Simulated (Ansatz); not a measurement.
Isolated molecules relaxed with PBE0-D4/def2-TZVP in Ansatz; ΔE leaves out vibrations. CCSD(T)/CBS adds triple-zeta CCSD(T) − MP2 to the extrapolated MP2 energy (def2 sets, frozen cores). This one scheme is used for every species. DFT in def2-TZVPP. B3LYP here is the variant with VWN-RPA as its local correlation; programs differ in this. def2 core potentials past Kr. For Te outer-core shells are correlated without core-valence functions, which leaves a few kJ/mol of doubt a bond. One conformer a species, not always the lowest.

Consider the ligand exchange at a B–Te bond: `O=CB[TeH]` + H–F → `O=CBF` + H₂Te.

`O=CB[TeH]`:

Cartesian coordinates in Å:
```
O 0.986 -1.397 -0.856
C 0.304 -1.022 0.071
B 0.294 0.460 0.600
Te -0.775 1.964 -0.395
H -0.354 -1.758 0.598
H 0.863 0.771 1.600
H -1.319 0.982 -1.618
```

H–F:

Cartesian coordinates in Å:
```
F 0.403 0.042 -0.217
H -0.403 -0.042 0.217
```

`O=CBF`:

Z-matrix (Å, degrees):
```
C
B 1 1.604
O 1 1.208 2 121.2
H 1 1.115 2 119.2 3 -180.0
F 2 1.315 1 117.7 3 -180.0
H 2 1.194 1 122.6 3 0.0
```

H₂Te:

Z-matrix (Å, degrees):
```
Te
H 1 1.656
H 1 1.656 2 90.4
```

(1) Is it downhill or uphill in electronic energy at CCSD(T)/CBS, and by how much? (Best estimate.)

(2) What do these levels give: B3LYP-D4, r2SCANh-D4, BHLYP, CCSD/def2-SVP, CCSD(T)/def2-SVP, HF/def2-TZVPP? (An estimate is asked.)

(3) What do rigid-rotor, harmonic-oscillator terms from PBE0-D4/def2-TZVP frequencies (298.15 K, 1 bar) make of the CCSD(T)/CBS value? (An estimate is asked.)

Largest T1 diagnostic among the species: 0.017.

## Answers

(1) The calculation gave: Downhill: ΔE = -50.6 kJ/mol.

(2) Computed: B3LYP-D4 -62.3, r2SCANh-D4 -54.6, BHLYP -79.5, CCSD/def2-SVP -90.4, CCSD(T)/def2-SVP -86.2, HF/def2-TZVPP -96.0 kJ/mol.

(3) The calculation gave: ΔZPE = -4.7 kJ/mol, ΔH = -56.6 kJ/mol, ΔS = 15 J/(mol·K), ΔG = -61.0 kJ/mol. Modes under 50 cm⁻¹ make the entropy rough.

From PBE to PBE0 (25 % exact exchange), in def2-TZVPP and without D4, ΔE moves by −5.5 kJ/mol. Leaving LDA and LC-ωPBE aside and taking each functional with its dispersion term where it has one, the values, not all of them listed here, spread over 34.8 kJ/mol, from CAM-B3LYP-D4 to revPBE-D4.
